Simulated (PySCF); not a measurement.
PySCF 2.14 output of an unrestricted M06-L calculation on a single atom or ion in jorge-DZP-DKH, with the spin-free X2C one-electron Hamiltonian (Gaussian nucleus):

```
SCF conv_tol = 1e-09
number electrons alpha = 11  beta = 9
    Y. Zhao and D. G. Truhlar.,  J. Chem. Phys. 125, 194101 (2006)
    Y. Zhao and D. G. Truhlar.,  J. Chem. Phys. 125, 194101 (2006)
    Y. Zhao and D. G. Truhlar.,  Theor. Chem. Acc. 120, 215 (2008)
cycle= 1 E= -763.870797884321  delta_E= -0.00489  |g|= 0.00868  |ddm|= 0.507
cycle= 2 E= -763.871308203159  delta_E= -0.00051  |g|= 0.0101  |ddm|= 0.235
cycle= 3 E= -763.873601289526  delta_E= -0.00229  |g|= 0.0396  |ddm|= 0.406
cycle= 4 E= -763.871974558451  delta_E= 0.00163  |g|= 0.0245  |ddm|= 0.256
cycle= 5 E= -763.870809165399  delta_E= 0.00117  |g|= 0.0063  |ddm|= 0.505
cycle= 6 E= -763.870871069812  delta_E= -6.19e-05  |g|= 0.00305  |ddm|= 0.151
cycle= 7 E= -763.870838319229  delta_E= 3.28e-05  |g|= 0.00186  |ddm|= 0.045
cycle= 8 E= -763.870864651941  delta_E= -2.63e-05  |g|= 0.00279  |ddm|= 0.0362
cycle= 9 E= -763.870837026325  delta_E= 2.76e-05  |g|= 0.00157  |ddm|= 0.0392
cycle= 10 E= -763.870829507061  delta_E= 7.52e-06  |g|= 0.00109  |ddm|= 0.0163
cycle= 11 E= -763.870820974462  delta_E= 8.53e-06  |g|= 0.000347  |ddm|= 0.0347
cycle= 12 E= -763.870820413964  delta_E= 5.6e-07  |g|= 0.000118  |ddm|= 0.0112
cycle= 13 E= -763.870820424534  delta_E= -1.06e-08  |g|= 4.79e-05  |ddm|= 0.00163
cycle= 14 E= -763.87082041963  delta_E= 4.9e-09  |g|= 1.25e-05  |ddm|= 0.00127
cycle= 15 E= -763.870820419713  delta_E= -8.25e-11  |g|= 4.87e-07  |ddm|= 0.000116
converged SCF energy = -763.870820419713  <S^2> = 2.0006377  2S+1 = 3.0004251
```

The run itself started from symmetry-adapted Hartree-Fock orbitals and held the occupation by maximum overlap, on a logarithmic radial grid, so the iterations belong to that start.

Problem. Which element, charge and spin multiplicity is this?

Solution. Sc⁺ (scandium, charge +1), multiplicity 3; the state was [Ar] 3d1 4s1, high-spin 3D determinant.
